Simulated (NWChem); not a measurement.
C2H4OSe; SMILES C[Se]C=O

```xyz
8

C     -1.5707     0.6156     0.0000
Se     0.3667     0.6160     0.0000
C      0.5820    -1.2872     0.0000
O     -0.3050    -2.0901     0.0000
H     -1.9408     1.1201     0.9009
H     -1.9408     1.1201    -0.9009
H     -1.8745    -0.4419     0.0000
H      1.6628    -1.5632     0.0000
```
Atoms are numbered in this order, from 1.

Results from NWChem. Pople sets run with spherical d functions. All runs use the structure optimised with PBE0/def2-SVP. GIAO values for the isolated, static molecule; σ is the absolute isotropic shielding, δ = σ(reference) − σ with the isolated reference molecule computed at the same levels (13C: tetramethylsilane, 1H: tetramethylsilane, 17O: water). Spin-orbit effects, on the heavy nuclei and on their neighbours, are missing.

For level B3LYP/6-31G*:

σ Se2 (ppm): 1445.3
δ C3 (ppm): 183.0
δ O4 (ppm): 556.9

Question: Estimate the same quantities for level PBE/pcSseg-1.

Answer: 
| Item | Result |
|---|---|
| σ Se2 (ppm) | 1194.4 |
| δ C3 (ppm) | 194.2 |
| δ O4 (ppm) | 609.8 |
